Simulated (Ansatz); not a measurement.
Geometry optimisation of CH$_{9}$NO$_{2}$Si$_{2}$ (`CO[Si](N)(O)[SiH3]`).

```yaml
crystal:
  periodic: [false, false, false]
  atoms:
    - {symbol: C, position_ang: [-1.721210, 0.953050, 1.042470]}
    - {symbol: O, position_ang: [-1.370770, 0.002900, 0.087750]}
    - {symbol: Si, position_ang: [0.126170, -0.614690, -0.159830]}
    - {symbol: N, position_ang: [-0.281670, -1.734750, -1.413080]}
    - {symbol: O, position_ang: [0.696680, -1.460550, 1.117440]}
    - {symbol: Si, position_ang: [1.754040, 0.980050, -0.436490]}
    - {symbol: H, position_ang: [-2.790140, 1.149070, 0.947420]}
    - {symbol: H, position_ang: [-1.170050, 1.885720, 0.888070]}
    - {symbol: H, position_ang: [-1.511030, 0.591880, 2.053270]}
    - {symbol: H, position_ang: [-0.923260, -1.421150, -2.122150]}
    - {symbol: H, position_ang: [0.474680, -2.241940, -1.841010]}
    - {symbol: H, position_ang: [0.249940, -2.254210, 1.406640]}
    - {symbol: H, position_ang: [2.684390, 0.642890, -1.524520]}
    - {symbol: H, position_ang: [1.201160, 2.297730, -0.796660]}
    - {symbol: H, position_ang: [2.581100, 1.223990, 0.750670]}
basis:
  gaussian: {orbitals: def2-TZVP}
hamiltonian: {xc: pbe0, dispersion: d4}
relax: {f_tol: 0.005, max_steps: 150}
```

```sh
$ ansatz run in.yaml --threads 2 --pin off --events-out ev --progress --plain --max-ram 32768MiB --backend cuda --devices 0, --max-vram 18GiB
```

It prints (some lines left out):

```
Functional definition: PBE0
mean field -22515.38687015 eV, -827.4252060006 hartree, gradient 2.1e-5 eV, S^2 0.000000; 0 other end points of the search recorded, 0 dependent functions left out
relax step   1: F+E_penalty+E_count = -22515.69569406 eV  Δ(F+E_penalty+E_count) = +0.000e0 eV  max|allowed force component| = 1.095e0 eV/Å  Δτ_max = 0.0000 Å  (29 SCF iters, accepted)
mean field -22515.47101465 eV, -827.4282982538 hartree, gradient 2.3e-5 eV, S^2 0.000000; 0 other end points of the search recorded, 0 dependent functions left out
relax step   2: F+E_penalty+E_count = -22515.77996482 eV  Δ(F+E_penalty+E_count) = -8.427e-2 eV  max|allowed force component| = 4.277e-1 eV/Å  Δτ_max = 0.1060 Å  (30 SCF iters, accepted)
mean field -22515.48260012 eV, -827.4287240122 hartree, gradient 1.9e-5 eV, S^2 0.000000; 0 other end points of the search recorded, 0 dependent functions left out
relax step   3: F+E_penalty+E_count = -22515.79135919 eV  Δ(F+E_penalty+E_count) = -1.139e-2 eV  max|allowed force component| = 2.233e-1 eV/Å  Δτ_max = 0.0432 Å  (31 SCF iters, accepted)
mean field -22515.48621161 eV, -827.4288567319 hartree, gradient 1.3e-5 eV, S^2 0.000000; 0 other end points of the search recorded, 0 dependent functions left out
relax step   4: F+E_penalty+E_count = -22515.79650380 eV  Δ(F+E_penalty+E_count) = -5.145e-3 eV  max|allowed force component| = 5.460e-1 eV/Å  Δτ_max = 0.1758 Å  (30 SCF iters, accepted)
mean field -22515.49005896 eV, -827.4289981193 hartree, gradient 9.4e-6 eV, S^2 0.000000; 0 other end points of the search recorded, 0 dependent functions left out
relax step   5: F+E_penalty+E_count = -22515.80124626 eV  Δ(F+E_penalty+E_count) = -4.742e-3 eV  max|allowed force component| = 4.431e-1 eV/Å  Δτ_max = 0.1086 Å  (30 SCF iters, accepted)
mean field -22515.49634037 eV, -827.4292289572 hartree, gradient 1.8e-5 eV, S^2 0.000000; 0 other end points of the search recorded, 0 dependent functions left out
relax step   6: F+E_penalty+E_count = -22515.80745178 eV  Δ(F+E_penalty+E_count) = -6.206e-3 eV  max|allowed force component| = 2.384e-1 eV/Å  Δτ_max = 0.1485 Å  (30 SCF iters, accepted)
mean field -22515.50956609 eV, -827.4297149932 hartree, gradient 1.0e-5 eV, S^2 0.000000; 0 other end points of the search recorded, 0 dependent functions left out
relax step   7: F+E_penalty+E_count = -22515.81935979 eV  Δ(F+E_penalty+E_count) = -1.191e-2 eV  max|allowed force component| = 4.528e-2 eV/Å  Δτ_max = 0.1999 Å  (29 SCF iters, accepted)
mean field -22515.51301989 eV, -827.4298419179 hartree, gradient 1.9e-5 eV, S^2 0.000000; 0 other end points of the search recorded, 0 dependent functions left out
relax step   8: F+E_penalty+E_count = -22515.82305313 eV  Δ(F+E_penalty+E_count) = -3.693e-3 eV  max|allowed force component| = 2.378e-2 eV/Å  Δτ_max = 0.0991 Å  (30 SCF iters, accepted)
mean field -22515.51296627 eV, -827.4298399475 hartree, gradient 2.0e-5 eV, S^2 0.000000; 0 other end points of the search recorded, 0 dependent functions left out
relax step   9: F+E_penalty+E_count = -22515.82296467 eV  Δ(F+E_penalty+E_count) = +8.845e-5 eV  max|allowed force component| = 1.169e-1 eV/Å  Δτ_max = 0.1262 Å  (30 SCF iters, rejected (line search))
mean field -22515.51224575 eV, -827.4298134689 hartree, gradient 2.0e-5 eV, S^2 0.000000; 0 other end points of the search recorded, 0 dependent functions left out
relax step  10: F+E_penalty+E_count = -22515.82236674 eV  Δ(F+E_penalty+E_count) = +6.864e-4 eV  max|allowed force component| = 1.376e-1 eV/Å  Δτ_max = 0.0630 Å  (31 SCF iters, rejected (line search))
mean field -22515.51372112 eV, -827.4298676879 hartree, gradient 1.8e-5 eV, S^2 0.000000; 0 other end points of the search recorded, 0 dependent functions left out
relax step  11: F+E_penalty+E_count = -22515.82383206 eV  Δ(F+E_penalty+E_count) = -7.789e-4 eV  max|allowed force component| = 2.156e-2 eV/Å  Δτ_max = 0.0307 Å  (31 SCF iters, accepted)
mean field -22515.51437224 eV, -827.4298916161 hartree, gradient 1.8e-5 eV, S^2 0.000000; 0 other end points of the search recorded, 0 dependent functions left out
relax step  12: F+E_penalty+E_count = -22515.82450739 eV  Δ(F+E_penalty+E_count) = -6.753e-4 eV  max|allowed force component| = 7.169e-2 eV/Å  Δτ_max = 0.0977 Å  (30 SCF iters, accepted)
mean field -22515.51448281 eV, -827.4298956795 hartree, gradient 1.7e-5 eV, S^2 0.000000; 0 other end points of the search recorded, 0 dependent functions left out
relax step  13: F+E_penalty+E_count = -22515.82481421 eV  Δ(F+E_penalty+E_count) = -3.068e-4 eV  max|allowed force component| = 3.752e-2 eV/Å  Δτ_max = 0.0175 Å  (32 SCF iters, accepted)
mean field -22515.51496182 eV, -827.4299132827 hartree, gradient 1.7e-5 eV, S^2 0.000000; 0 other end points of the search recorded, 0 dependent functions left out
relax step  14: F+E_penalty+E_count = -22515.82509634 eV  Δ(F+E_penalty+E_count) = -2.821e-4 eV  max|allowed force component| = 2.193e-2 eV/Å  Δτ_max = 0.0209 Å  (32 SCF iters, accepted)
mean field -22515.51495448 eV, -827.4299130131 hartree, gradient 1.8e-5 eV, S^2 0.000000; 0 other end points of the search recorded, 0 dependent functions left out
relax step  15: F+E_penalty+E_count = -22515.82508317 eV  Δ(F+E_penalty+E_count) = +1.317e-5 eV  max|allowed force component| = 3.144e-2 eV/Å  Δτ_max = 0.0096 Å  (32 SCF iters, rejected (line search))
mean field -22515.51504344 eV, -827.4299162822 hartree, gradient 1.7e-5 eV, S^2 0.000000; 0 other end points of the search recorded, 0 dependent functions left out
relax step  16: F+E_penalty+E_count = -22515.82519566 eV  Δ(F+E_penalty+E_count) = -9.932e-5 eV  max|allowed force component| = 1.359e-2 eV/Å  Δτ_max = 0.0046 Å  (32 SCF iters, accepted)
mean field -22515.51505581 eV, -827.4299167369 hartree, gradient 1.7e-5 eV, S^2 0.000000; 0 other end points of the search recorded, 0 dependent functions left out
relax step  17: F+E_penalty+E_count = -22515.82525448 eV  Δ(F+E_penalty+E_count) = -5.881e-5 eV  max|allowed force component| = 8.648e-3 eV/Å  Δτ_max = 0.0115 Å  (33 SCF iters, accepted)
mean field -22515.51510091 eV, -827.4299183943 hartree, gradient 1.7e-5 eV, S^2 0.000000; 0 other end points of the search recorded, 0 dependent functions left out
relax step  18: F+E_penalty+E_count = -22515.82528285 eV  Δ(F+E_penalty+E_count) = -2.838e-5 eV  max|allowed force component| = 5.814e-3 eV/Å  Δτ_max = 0.0107 Å  (32 SCF iters, accepted)
mean field -22515.51515632 eV, -827.4299204305 hartree, gradient 1.7e-5 eV, S^2 0.000000; 0 other end points of the search recorded, 0 dependent functions left out
relax step  19: F+E_penalty+E_count = -22515.82530053 eV  Δ(F+E_penalty+E_count) = -1.767e-5 eV  max|allowed force component| = 6.641e-3 eV/Å  Δτ_max = 0.0138 Å  (32 SCF iters, accepted)
mean field -22515.51518147 eV, -827.4299213547 hartree, gradient 1.7e-5 eV, S^2 0.000000; 0 other end points of the search recorded, 0 dependent functions left out
relax step  20: F+E_penalty+E_count = -22515.82530174 eV  Δ(F+E_penalty+E_count) = -1.218e-6 eV  max|allowed force component| = 9.991e-3 eV/Å  Δτ_max = 0.0170 Å  (32 SCF iters, accepted)
mean field -22515.51518900 eV, -827.4299216315 hartree, gradient 1.7e-5 eV, S^2 0.000000; 0 other end points of the search recorded, 0 dependent functions left out
relax step  21: F+E_penalty+E_count = -22515.82531346 eV  Δ(F+E_penalty+E_count) = -1.172e-5 eV  max|allowed force component| = 2.748e-3 eV/Å  Δτ_max = 0.0068 Å  (33 SCF iters, accepted)
mean field -22515.51518900 eV, -827.4299216315 hartree, gradient 7.1e-5 eV, S^2 0.000000; 1 other end points of the search recorded, 0 dependent functions left out
Total energy: -22515.82535212 eV, -827.4413199157 hartree
Atom 0 at    -1.623835     0.968080     1.154155 Å, force    -0.001697    -0.001030     0.000633 eV/Å
Atom 1 at    -1.394707    -0.012296     0.169621 Å, force    -0.001643     0.001914     0.001967 eV/Å
Atom 2 at     0.075337    -0.661043    -0.161053 Å, force     0.002450    -0.002212    -0.002208 eV/Å
Atom 3 at    -0.259471    -1.650980    -1.511572 Å, force    -0.000488     0.001216    -0.000920 eV/Å
Atom 4 at     0.695981    -1.573306     1.057742 Å, force     0.000554     0.000224     0.001977 eV/Å
Atom 5 at     1.692014     1.013239    -0.451777 Å, force     0.002748    -0.000046    -0.000620 eV/Å
Atom 6 at    -2.681358     1.236270     1.129231 Å, force     0.002511    -0.000730    -0.000029 eV/Å
Atom 7 at    -1.035003     1.874190     0.969547 Å, force    -0.000506    -0.000416     0.000138 eV/Å
Atom 8 at    -1.381110     0.595819     2.154915 Å, force    -0.000289     0.000953    -0.002137 eV/Å
Atom 9 at    -0.990522    -1.386366    -2.151522 Å, force    -0.000103     0.000071     0.000809 eV/Å
Atom 10 at     0.471537    -2.168820    -1.970056 Å, force     0.000214     0.000304     0.000459 eV/Å
Atom 11 at     0.250637    -2.408645     1.222618 Å, force    -0.000631    -0.000339     0.000004 eV/Å
Atom 12 at     2.956166     0.418742    -0.969115 Å, force    -0.002419     0.000509    -0.000911 eV/Å
Atom 13 at     1.216835     2.012453    -1.450836 Å, force     0.001644    -0.000687     0.002084 eV/Å
Atom 14 at     2.007531     1.742654     0.808092 Å, force    -0.002347     0.000269    -0.001247 eV/Å
Dipole moment:    -0.206984    -0.172772    -0.114850 e Å
```

It took 68 s on 2 threads of an AMD EPYC 7R13 on a shared host and a share of an NVIDIA H100 80 GB, with 0.91 GiB of host memory at the peak.
